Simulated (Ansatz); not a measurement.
Total energies of [Cu(H2O)2]+ (CuO₂H₄⁺) from Ansatz at PBE0-D4/def2-TZVP, gas phase (1 Eh = 27.2114 eV = 2625.5 kJ/mol). The reference geometry is relaxed at PBE0-D4/def2-TZVP.

Cartesian coordinates in Å:
```
Cu -0.002 -0.002 0.000
O -1.171 1.198 0.909
H -2.094 1.005 1.105
H -1.052 2.154 0.931
O 1.165 -1.206 -0.907
H 1.094 -2.165 -0.855
H 2.060 -0.984 -1.183
```

```tsv
state	geometry	energy (Eh)
charge 1 singlet	reference	-1792.84909
charge 2 doublet	reference	-1792.28931
charge 0 doublet	reference	-1792.99960
```

Question: Work out the vertical ionisation energy to the doublet.

Answer: E(charge 2 doublet) − E(charge 1 singlet) = -1792.28931 − (-1792.84909) = 0.55978 Eh = 15.23 eV. For comparison, −ε of the highest occupied level is 12.37 eV at this level, 2.86 eV less.

Question: Work out the vertical electron affinity, to the doublet.

Answer: E(charge 1 singlet) − E(charge 0 doublet) = -1792.84909 − (-1792.99960) = 0.15051 Eh = 4.10 eV.

Question: Give the fundamental gap IE − EA, the Mulliken electronegativity (IE + EA)/2 and the hardness (IE − EA)/2.

Answer: From the values in Eh: IE − EA = 0.55978 − 0.15051 = 0.40927 Eh = 11.14 eV; (IE + EA)/2 = 9.66 eV; (IE − EA)/2 = 5.57 eV. The HOMO–LUMO gap of the same run is 6.61 eV, 4.53 eV smaller than the fundamental gap.
